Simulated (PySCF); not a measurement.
Where the electron goes

Compound: C2H11OPSi2.
Z-matrix (Å and degrees, PBE0-D3(BJ)/def2-SVP geometry), rows numbered from 1:
```
C 
O   1  1.4010
Si  2  1.6619  1  123.78
P   3  2.2612  2  110.71  1   -57.03
Si  4  2.2639  3   95.51  2   167.83
C   5  1.8811  4  115.58  3    44.44
H   1  1.1059  2  111.87  3   -64.53
H   1  1.1004  2  108.67  3   176.26
H   1  1.1055  2  111.93  3    56.83
H   3  1.4881  2  105.54  1   179.56
H   3  1.5009  2  110.77  1    60.54
H   4  1.4291  3   95.71  2   -95.29
H   5  1.4956  4  106.92  3   167.04
H   5  1.4955  4  105.62  3   -77.68
H   6  1.1007  5  111.75  4   -63.20
H   6  1.1018  5  109.82  4   177.11
H   6  1.1008  5  110.92  4    57.67
```

The calculation used TDDFT CAM-B3LYP/def2-SVPD, vertical, gas phase, core orbitals frozen in the response in PySCF 2.14.0, density-fitted response routines.

Kohn–Sham orbitals with the atoms that hold most of them (Löwdin shares over 4%, at most four atoms; ? is withheld):

| orbital | ε (eV) | atoms |
| --- | --- | --- |
| HOMO-3 | -10.62 | Si5 23%, H14 21%, P4 14%, O2 12% |
| HOMO-2 | -9.95 | O2 37%, Si3 12%, C1 9%, P4 8% |
| HOMO-1 | -9.29 | ? |
| HOMO | -8.44 | ? |
| LUMO | ? | Si3 31%, P4 14%, C1 9%, Si5 8% |
| LUMO+1 | 0.95 | Si5 22%, P4 15%, Si3 11%, C6 11% |
| LUMO+2 | 1.18 | P4 22%, Si3 16%, Si5 10%, C6 8% |

Give the leading atoms of the HOMO.

P4 (bonded to 2 Si and H) 58%; Si3 (bonded to O, P and 2 H) 12%; Si5 (bonded to C, P and 2 H) 7%; C6 (bonded to Si and 3 H) 5%. By element: phosphorus 58%, silicon 19%, carbon 5% or more.

Give the leading atoms of the HOMO-1.

P4 (bonded to 2 Si and H) 30%; O2 (bonded to C and Si) 28%; Si5 (bonded to C, P and 2 H) 12%; Si3 (bonded to O, P and 2 H) 8%. By element: phosphorus 30%, oxygen 28%, silicon 20%.

What is the LUMO energy, and the HOMO–LUMO gap?

ε(LUMO) = 0.83 eV; the gap is 9.27 eV (0.3406 hartree).

How does S1 compare with the orbital gap of 9.27 eV?

S1 is at 6.11 eV (f = 0.0050), 3.16 eV below the gap, made of HOMO→LUMO+1 (61%), HOMO→LUMO+2 (17%), HOMO→LUMO+4 (11%). Its leading pair isn't HOMO and LUMO; the energies of that pair differ by 9.39 eV. Without the coupling terms of the response equations the lowest excitation would equal the gap.

Next come S2 at 6.31 eV (f 0.018), HOMO→LUMO (81%); S3 at 6.65 eV (f 0.064), HOMO→LUMO+2 (57%), HOMO→LUMO+4 (10%); S4 at 6.84 eV (f 0.099), HOMO→LUMO+3 (69%); S5 at 6.96 eV (f 0.035), HOMO-1→LUMO (63%), HOMO→LUMO+3 (11%).

Hardware: an Arm Neoverse N1 with one thread, shared host. Cost: 4.0 min wall.

One conformer stands for the species.
